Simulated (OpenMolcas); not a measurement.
Au4+ among 3 point charges of -1.62 e arranged as a planar triangle (D3h), 1.94 Å from the ion.

```yaml
Program: OpenMolcas 26.06
Method: CASSCF
Basis: ANO-RCC-VDZP [7s6p4d2f]
Scalar_Hamiltonian: DKH2, point nucleus
Active_space: 7 electrons in 5 orbitals (5d)
State_averaging: 2S+1 = 4 even, 10 roots; 2S+1 = 2 even, 40 roots
Spin-orbit_coupling: state interaction with AMFI integrals over the reference wave functions
```

**Question.** What is the spin-free ground state (labels of D3, the rotations of D3h)?

**Answer.** 4A2, 1-fold in its orbital part, 92 % from free-ion F terms; it has the highest spin that d7 allows.

**Question.** Where is the first state of the same spin?

**Answer.** 4E at 898 cm-1 above the ground state.

**Question.** What are the lowest two levels with spin-orbit coupling?

**Answer.** A 2-fold level E1/2 with g = 1.40, 6.33, 6.33, then a 2-fold level E3/2 702.4 cm-1 above it. Their leading multiplicities are 4 (86 %) and 4 (84 %).

**Question.** What is χT at 300 K?

**Answer.** 3.83 cm3 K/mol.

Spin-orbit coupling mixes the spin-free states strongly: the lowest level takes only 48 % from its leading state, 4A2. Without dynamic correlation the repulsion within the d shell is too large (B by tens of per cent), so at a given field states of lower spin stand too high. Point charges give a weaker field than real ligands, and real ions of this kind are as a rule low spin; the high spin found here belongs to the model. This is an electrostatic model: the charges have no orbitals. No measured value stands beside these numbers.
